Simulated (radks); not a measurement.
The numbers below are computed, except where a source is named.
Problem. Excited configurations of Tb I: one electron is placed in a higher orbital outside [Xe] 4f9 6s1. The ground configuration is [Xe] 4f9 6s2. Code: a radial shooting solver on a logarithmic mesh with Libxc functionals. Model: scalar-relativistic Kohn-Sham, BLYP, spin-polarised, spherical densities, point nucleus; open shells are filled with parallel spins first (spin-orbit coupling, left out, can overturn this in heavy ions). Excitation = E - E(ground); binding = E(ion) - E, where the ion is the core of charge +1; n* = 1/sqrt(2 binding) in atomic units, and the quantum defect is n - n*.

outer orbital  excitation (eV)  binding (eV)     n*  quantum defect  eigenvalue (eV)  <r> (bohr)
6p                       2.233         3.659  1.928           4.072           -1.817       5.499
6d                       4.473         1.419  3.096           2.904           -0.638       11.63
7p                       4.283         1.609  2.908           4.092           -0.913       12.56

Estimate the row for 7s.

Solution. excitation (eV) 3.755; binding (eV) 2.137; n* 2.523; quantum defect 4.477; eigenvalue (eV) -1.242; <r> (bohr) 9.913. The Delta-SCF ionisation energy is 5.892 eV (NIST Atomic Spectra Database: 5.864 eV, measured). Self-interaction in the functional shifts the binding energies and quantum defects, so they are the method's values and not measured ones. Open shells are spherical and high-spin; term and fine-structure splittings are not resolved. Spin-orbit splitting is averaged out at the scalar-relativistic level.
